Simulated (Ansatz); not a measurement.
Species: CH6OSi2, SMILES `C[SiH2][SiH]=O` (C–Si–Si–O torsion 0°) (charge 0, multiplicity 1), formula CH6OSi2.

**Question.** How many basis functions does frozen-core CCSD(T)/cc-pVTZ // B3LYP-D3(BJ)/def2-TZVP run with Ansatz (a program for electronic structure) use, how many core orbitals are frozen, and how many electrons are correlated?

**Answer.** 212 basis functions and 12 frozen orbitals, which leaves 24 correlated electrons. Core time is of the order of minutes.
